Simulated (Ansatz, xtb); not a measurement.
# Two structures of CuF2HOSi

Structure a is a singlet given by its coordinates and structure b is `O[Si](F)(F)[Cu]`, a singlet. Both are isolated molecules in the gas phase, relaxed with r2SCAN-D4/def2-SVP; the shapes shown needn't be the lowest conformers.

a (Å):

| atom | x (Å) | y (Å) | z (Å) |
| --- | --- | --- | --- |
| Cu | 0.5368 | 1.7201 | -3.2017 |
| F | -0.8749 | -0.0479 | -0.5738 |
| F | 1.5461 | 0.5927 | -0.0822 |
| O | 0.8563 | 0.0653 | -2.6226 |
| Si | 0.6451 | -0.3237 | -1.0753 |
| H | 0.9665 | -1.7396 | -0.8135 |

Close contacts (Å): Cu1–O4 1.78, Cu1–Si5 2.95, F2–Si5 1.62, F3–Si5 1.62, O4–Si5 1.61, Si5–H6 1.48.

b (Å):

```tsv
atom	x (Å)	y (Å)	z (Å)
Cu	-1.7184	-2.7588	0.6903
F	-1.8684	-1.9034	-2.4069
F	0.3872	-2.8569	-1.7395
O	-0.2575	-0.4235	-0.9099
Si	-0.8372	-1.9572	-1.1422
H	0.1487	-0.0023	-1.6797
```

Question: Which of the two would you expect CCSD(T)/def2-SVP + ΔMP2/def2-TZVPP electronic energies to favour?

Answer: Not settled: CCSD(T)/def2-SVP + ΔMP2/def2-TZVPP gives E(b) − E(a) = −5.83 kJ/mol, but this leans on the basis-set step: CCSD(T) alone gives +16.63 kJ/mol.

How the difference moves with the method:

| level | geometry | E(b) − E(a) (kJ/mol) | departure from the last row (kJ/mol) | job, with rough time for the two |
| --- | --- | --- | --- | --- |
| r2SCAN-D4/def2-SVP | r2SCAN-D4/def2-SVP | −5.67 | +0.16 | optimisation, 1.8 min |
| HF/def2-SVP | r2SCAN-D4/def2-SVP | +44.52 | +50.35 | part of the CCSD(T) run |
| MP2/def2-SVP | r2SCAN-D4/def2-SVP | +25.66 | +31.49 | part of the CCSD(T) run |
| CCSD(T)/def2-SVP | r2SCAN-D4/def2-SVP | +16.63 | +22.46 | single point |
| CCSD(T)/def2-SVP + ΔMP2/def2-TZVPP | r2SCAN-D4/def2-SVP | −5.83 |  | single point, 84 s |

HF/def2-SVP, MP2/def2-SVP, CCSD(T)/def2-SVP put the two in the other order. The largest departure from CCSD(T)/def2-SVP + ΔMP2/def2-TZVPP is that of HF/def2-SVP, 50.35 kJ/mol. A small imaginary or near-zero mode remains, so no thermal terms are given. Levels run at GFN2-xTB geometries aren't shown. The last row adds to CCSD(T) the change of the MP2 difference between the two basis sets, here −22.46 kJ/mol, a large step that makes the value less sure.

The T1 diagnostic of structures a and b is large, so the coupled-cluster value is less sure. The correlated steps freeze 13 core orbitals; the last core shell of Cu is correlated, in a basis made for valence electrons. Programs: Ansatz 0.2.0; the last row on 1 thread of Arm Neoverse V1 on a shared host.
